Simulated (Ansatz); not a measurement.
Mulliken charges of `[O]=[Ti]([F])[F]` from B3LYP/def2-TZVPP in Ansatz (PBE0-D4/def2-TZVP geometry).

```
atom   x (Å)   y (Å)   z (Å)  charge (e)
  O1   0.046   0.471   1.512      -0.496
 Ti2  -0.058  -0.034   0.007       1.288
  F3   0.835  -1.536  -0.374      -0.396
  F4  -0.823   1.100  -1.145      -0.396
```

Question: By hand: the dipole of these point charges (1 e Å = 4.8032 D).

Answer: Σ q r = (-0.102, -0.105, -0.139) e Å, of length 0.202 e Å = 0.97 D.

Question: How does the dipole of the full density compare? (Estimate.)

Answer: The calculation gave: (-0.140, -0.146, -0.197) e Å, 1.36 D; the point charges give 0.71 times that, at 1° from its direction.

Point charges leave out the atoms' own dipoles, such as those of lone pairs, and Mulliken's split depends on the basis, so the two needn't agree.

B3LYP here is the variant with VWN-RPA as its local correlation; programs differ in this.
